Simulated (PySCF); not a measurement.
SMILES C=Cc1ccc(C(=O)O)cc1 (C₉H₈O₂), singlet (GFN2-xTB optimised geometry):

```
19

C     -3.473     1.119     0.000
C     -2.678     0.054     0.000
C     -1.221     0.054     0.000
C     -0.459     1.226     0.000
C      0.917     1.171     0.000
C      1.575    -0.059     0.000
C      3.050    -0.072     0.000
O      3.748     0.913     0.000
O      3.576    -1.310     0.000
C      0.828    -1.235     0.000
C     -0.549    -1.172     0.000
H     -4.544     1.015     0.000
H     -3.099     2.128     0.000
H     -3.126    -0.932     0.000
H     -0.949     2.187     0.000
H      1.511     2.073     0.000
H      4.544    -1.249     0.000
H      1.334    -2.187     0.000
H     -1.124    -2.087     0.000
```

Computed with PySCF with CAM-B3LYP/def2-SVP.

Q: What are the frontier orbital energies and the dipole moment?

A: HOMO-2 -9.41 eV, HOMO-1 -8.83 eV, HOMO -7.97 eV, LUMO -0.65 eV, LUMO+1 0.86 eV; dipole moment 1.96 D.

On the same geometry PySCF with PBE/def2-SVP gives HOMO-2 -6.59 eV, HOMO-1 -6.17 eV, HOMO -5.90 eV, LUMO -2.52 eV, LUMO+1 -1.26 eV; dipole moment 1.87 D.

Meta-Löwdin charges at CAM-B3LYP/def2-SVP: C1 -0.21, C2 -0.09, C3 0.03, C4 -0.10, C5 -0.08, C6 -0.05, C7 0.50, O8 -0.46, O9 -0.45, C10 -0.08, C11 -0.11, H12 0.11, H13 0.10, H14 0.10, H15 0.10, H16 0.12, H17 0.33, H18 0.12, H19 0.10.
